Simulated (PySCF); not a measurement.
C6H8N (charge +1).
SMILES with atom numbers: `[CH3:1][n+:2]1[cH:3][cH:4][cH:5][cH:6][cH:7]1` (hydrogens: H8, H9, H10 on C1; H11 on C3; H12 on C4; H13 on C5; H14 on C6; H15 on C7)

Method: BHandHLYP/def2-SVP geometry optimisation, gas phase in PySCF.

Problem. List the bond lengths and angles at this level.

Solution. 
```
                bond  length (Å)
               C1–N2       1.471
        N2–C3, N2–C7       1.342
        C3–C4, C6–C7       1.377
        C4–C5, C5–C6       1.389
C1–H8, C1–H9, C1–H10       1.089
      C3–H11, C7–H15       1.083
      C4–H12, C6–H14       1.083
              C5–H13       1.084
```

Bonds in one row agree within 0.01 Å and their mean is given. A selection of angles:
```
    angle  degrees
 N2–C1–H8    109.4
 H8–C1–H9    110.0
 C1–N2–C3    119.0
 C3–N2–C7    120.8
 N2–C3–C4    120.9
N2–C3–H11    116.5
C4–C3–H11    122.5
 C3–C4–C5    119.1
C3–C4–H12    119.4
C5–C4–H12    121.6
 C4–C5–C6    119.2
C4–C5–H13    120.4
C6–C7–H15    122.4
```

The 3 C–N bonds span 1.341 Å (N2–C7, aromatic) to 1.471 Å (C1–N2, drawn single), a spread of 0.130 Å. C3 (aromatic CH next to a ring nitrogen) is planar (angles 122.5°, 120.9° and 116.5°, sum 360.0°, 0.00 Å off the plane of its three neighbours). C5 (aromatic CH carbon) is planar (angles 120.4°, 120.4° and 119.2°, sum 360.0°, 0.00 Å off the plane of its three neighbours). The 6-membered ring N2–C3–C4–C5–C6–C7 has internal angles of 119.1° to 120.9° (sum 720°, against 720° for a flat polygon); it is planar, 0.00 Å rms from its mean plane, widest ring torsion 0°. The 7 heavy atoms lie in one plane (0.007 Å rms). N2 (pyridinium-type nitrogen) is planar (angles 120.8°, 120.2° and 119.0°, sum 360.0°, 0.01 Å off the plane of its three neighbours). Of the pairs four or more bonds apart, H10···H15 is among the closest relative to their van der Waals radii: 2.21 Å, 92 % of the sum of Bondi's values.

BHandHLYP/def2-SVP frequencies: not computed here. Geometry: BHandHLYP/def2-SVP; no solvent, vibrations or thermal averaging.

The run took 22 s of wall time on Arm Neoverse V2, one thread (shared host), and the process peaked at 0.65 GiB of memory. That covers the optimisation of the geometry.
